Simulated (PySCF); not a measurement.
YOF, SMILES [O]=[Y][F].

Geometry optimised at PBE0-D3(BJ)/def2-TZVP. The def2 effective core potentials stand for the cores of Y; spin–orbit coupling is left out.

Method: PBE0/def2-TZVPD in PySCF.

Symmetry labels are those of the subgroup Cs that the program uses (full group Cs).

Computed valence orbital energies around the gap with their symmetry:
```tsv
orbital	symmetry	energy (eV)
HOMO−7	A'	-27.79
HOMO−6	A'	-21.24
HOMO−5	A'	-10.19
HOMO−4	A"	-9.90
HOMO−3	A'	-9.88
HOMO−2	A"	-7.17
HOMO−1	A'	-7.00
HOMO	A'	-6.76
LUMO	A'	-2.37
LUMO+1	A"	-0.85
LUMO+2	A'	-0.71
LUMO+3	A'	0.13
```
